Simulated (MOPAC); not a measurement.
Job for MOPAC: PM3 on BrClH2 (a complex), monomers drawn apart or pushed together.

```
PM3 1SCF PRECISE CHARGE=0 THREADS=1
BrClH2

Cl     0.53481538 1    -0.46597293 1    -0.22561594 1
H      0.80026747 1     0.78567606 1    -0.12357310 1
Br    -0.01128902 1    -0.24797191 1     5.70545545 1
H      0.06669282 1    -0.53068144 1     4.30536263 1
```

The log:

```
*******************************************************************************
 **                                                                           **
 **                              MOPAC v23.2.5                                **
 **                                                                           **
 *******************************************************************************
 ** MOPAC's Digital Object Identifier: https://doi.org/10.5281/zenodo.6511958 **
 **                                                                           **
 ** Please cite the open-source release paper for use of this MOPAC version:  **
 ** J. E. Moussa and J. J. P. Stewart (2026)                                  **
 ** MOPAC: An open-source semiempirical molecular orbital program             **
 ** J. Open Source Softw., 11(119), 8025, https://doi.org/10.21105/joss.08025 **
 *******************************************************************************

                              PM3 CALCULATION RESULTS

 *******************************************************************************
 *  PM3        - The PM3 Hamiltonian to be used
 *
 *
 *
 *                 CHARGE ON SYSTEM = 0
 *
 *
 *
 *  PRECISE    - TIGHTER CRITERIA TO BE USED
 *  1SCF       - DO 1 SCF AND THEN STOP
 *  THREADS=1  - MULTI-THREADING NOT USED
 *  T=         - A TIME OF 172800.0 SECONDS REQUESTED
 *  DUMP=N     - RESTART FILE WRITTEN EVERY 7200.0 SECONDS REQUESTED
 *******************************************************************************
PM3 1SCF PRECISE CHARGE=0 THREADS=1
 BrClH2

   ATOM   CHEMICAL          X               Y               Z
  NUMBER   SYMBOL      (ANGSTROMS)     (ANGSTROMS)     (ANGSTROMS)

     1      Cl          0.53481538  *  -0.46597293  *  -0.22561594  *
     2       H          0.80026747  *   0.78567606  *  -0.12357310  *
     3      Br         -0.01128902  *  -0.24797191  *   5.70545545  *
     4       H          0.06669282  *  -0.53068144  *   4.30536263  *



          CARTESIAN COORDINATES

    NO.       ATOM           X           Y           Z

     1        Cl          0.5348     -0.4660     -0.2256
     2         H          0.8003      0.7857     -0.1236
     3        Br         -0.0113     -0.2480      5.7055
     4         H          0.0667     -0.5307      4.3054

  H: (PM3): J. J. P. STEWART, J. COMP. CHEM. 10, 209 (1989).
 Cl: (PM3): J. J. P. STEWART, J. COMP. CHEM. 10, 209 (1989).
 Br: (PM3): J. J. P. STEWART, J. COMP. CHEM. 10, 209 (1989).

           Empirical Formula: H2 Cl Br  =     4 atoms



      MOLECULAR POINT GROUP   :   Cs


      RHF CALCULATION, NO. OF DOUBLY OCCUPIED LEVELS = 8


 -------------------------------------------------------------------------------
 PM3 1SCF PRECISE CHARGE=0 THREADS=1
 BrClH2



     1SCF WAS SPECIFIED, SO BFGS WAS NOT USED
     SCF FIELD WAS ACHIEVED


                              PM3 CALCULATION
                                                       MOPAC v23.2.5 Linux




          FINAL HEAT OF FORMATION =        -14.88351 KCAL/MOL =     -62.27261 KJ/MOL


          COSMO AREA              =        116.52 SQUARE ANGSTROMS
          COSMO VOLUME            =         85.18 CUBIC ANGSTROMS

          IONIZATION POTENTIAL    =         11.201291 EV
          HOMO LUMO ENERGIES (EV) =        -11.201 -0.048
          NO. OF FILLED LEVELS    =          8
          MOLECULAR WEIGHT        =        117.3728         POINT GROUP:  Cs

          MOLECULAR DIMENSIONS (Angstroms)

            Atom       Atom       Distance
           Br     3    H     2     5.97533
            H     2   Cl     1     1.27440
            H     4   Cl     1     0.00000


          SCF CALCULATIONS        =          1





   ATOM   CHEMICAL          X               Y               Z
  NUMBER   SYMBOL      (ANGSTROMS)     (ANGSTROMS)     (ANGSTROMS)

     1      Cl          0.53481538  *  -0.46597293  *  -0.22561594  *
     2       H          0.80026747  *   0.78567606  *  -0.12357310  *
     3      Br         -0.01128902  *  -0.24797191  *   5.70545545  *
     4       H          0.06669282  *  -0.53068144  *   4.30536263  *

                             CARTESIAN COORDINATES

   1   Cl        0.534815380    -0.465972930    -0.225615940
   2    H        0.800267470     0.785676060    -0.123573100
   3   Br       -0.011289020    -0.247971910     5.705455450
   4    H        0.066692820    -0.530681440     4.305362630


           Empirical Formula: H2 Cl Br  =     4 atoms



      MOLECULAR POINT GROUP   :   Cs


                  EIGENVALUES
 -55.63154 -21.60655 -15.53048 -15.03029 -12.25237 -12.25094 -11.20884 -11.20129
  -0.04802   1.32729


              NET ATOMIC CHARGES AND DIPOLE CONTRIBUTIONS

  ATOM NO.   TYPE          CHARGE      No. of ELECS.   s-Pop       p-Pop
    1         Cl          -0.099390        7.0994     1.96810     5.13129
    2          H           0.099405        0.9006     0.90059
    3         Br          -0.122433        7.1224     1.88487     5.23757
    4          H           0.122418        0.8776     0.87758
 DIPOLE           X         Y         Z       TOTAL
 POINT-CHG.     0.173     0.431    -0.775     0.904
 HYBRID         0.183     0.675    -0.346     0.780
 SUM            0.356     1.106    -1.121     1.614


          ATOMIC ORBITAL ELECTRON POPULATIONS

     Atom    s        px        py        pz
    1 Cl   1.96810   1.96280   1.17384   1.99465
    2  H   0.90059
    3 Br   1.88487   1.99775   1.96999   1.26983
    4  H   0.87758

 **********************
 *                    *
 * JOB ENDED NORMALLY *
 *                    *
 **********************




 == MOPAC DONE ==
```

The run finished.

Cost: about 0.020 core-seconds (a rough figure).
